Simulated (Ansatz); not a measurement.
Computed with Ansatz on PBE0-D4/def2-TZVP structures; ΔE is electronic, products minus reactants. CBS: MP2 limit from def2 TZ/QZ plus the TZ coupled-cluster correction, frozen cores. Functionals use def2-TZVPP. For Ge outer-core shells are correlated without core-valence functions, which leaves a few kJ/mol of doubt a bond. Scalar relativity is left out up to krypton. Each species was taken in one conformer, which may not be the lowest.

Reaction (redistribution): `B[NH][GeH]([CH3])[F]` + `C[SiH2]C` → `[CH3][GeH2][F]` + `BN[SiH](C)C`

`B[NH][GeH]([CH3])[F]`:

```xyz
12

B     1.083    1.456   -1.491
N     0.846    0.778   -0.294
Ge   -0.763    0.056    0.222
C    -0.537   -1.676    1.048
F    -1.390    1.091    1.481
H     2.174    1.893   -1.722
H     0.184    1.580   -2.275
H     1.611    0.684    0.359
H    -1.728    0.163   -0.961
H    -1.495   -2.037    1.422
H    -0.142   -2.392    0.326
H     0.157   -1.596    1.886
```

`C[SiH2]C`:

Z-matrix (Å, degrees):
```
C
Si 1 1.872
H 1 1.093 2 110.9
H 1 1.092 2 111.0 3 120.0
H 1 1.093 2 110.9 3 -120.0
C 2 1.872 1 111.5 3 60.0
H 2 1.491 1 109.5 3 -178.7
H 2 1.491 1 109.5 3 -61.3
H 6 1.092 2 111.0 1 -180.0
H 6 1.093 2 110.9 1 -60.0
H 6 1.093 2 110.9 1 60.0
```

`[CH3][GeH2][F]`:

Cartesian coordinates in Å:
```
C -0.346 0.706 0.687
Ge 0.266 -0.537 -0.665
F 0.898 -1.925 0.190
H -0.753 1.604 0.218
H 0.485 0.992 1.333
H -1.124 0.242 1.294
H 1.439 -0.001 -1.503
H -0.864 -1.081 -1.554
```

`BN[SiH](C)C`:

```xyz
15

B     1.347    1.904   -0.014
N     0.601    1.051    0.801
Si   -0.600   -0.145    0.344
C    -0.021   -1.841    0.867
C    -0.915   -0.060   -1.487
H     1.191    1.874   -1.202
H     2.137    2.658    0.481
H     0.777    1.128    1.794
H    -1.852    0.172    1.092
H    -0.783   -2.595    0.651
H     0.895   -2.119    0.338
H     0.185   -1.877    1.940
H    -0.015   -0.300   -2.058
H    -1.691   -0.782   -1.756
H    -1.254    0.932   -1.790
```

| level | ΔE (kJ/mol) |
| --- | --- |
| PBE-D4 | -27.9 |
| ωB97M-V | -30.0 |
| CAM-B3LYP | -28.2 |
| MP2/def2-QZVPP | -26.6 |

(1) What does CCSD(T)/CBS give? (Best estimate.)

(2) What do rigid-rotor, harmonic-oscillator terms from PBE0-D4/def2-TZVP frequencies (298.15 K, 1 bar) make of the CCSD(T)/CBS value? (Best estimate.)

Largest T1 diagnostic among the species: 0.012.

## Answers

(1) The calculation gave: -27.1 kJ/mol. The listed levels differ from it by -0.8, -2.9, -1.1, 0.5 kJ/mol.

(2) The calculation gave: ΔZPE = +0.5 kJ/mol, ΔH = -27.1 kJ/mol, ΔS = 5 J/(mol·K), ΔG = -28.4 kJ/mol. Modes under 50 cm⁻¹ make the entropy rough.

At CCSD(T), def2-SVP lies +9.3 kJ/mol from the extrapolated value and def2-TZVPP +3.6 kJ/mol. From BLYP to BHLYP (50 % exact exchange), in def2-TZVPP and without D4, ΔE moves by −3.1 kJ/mol.
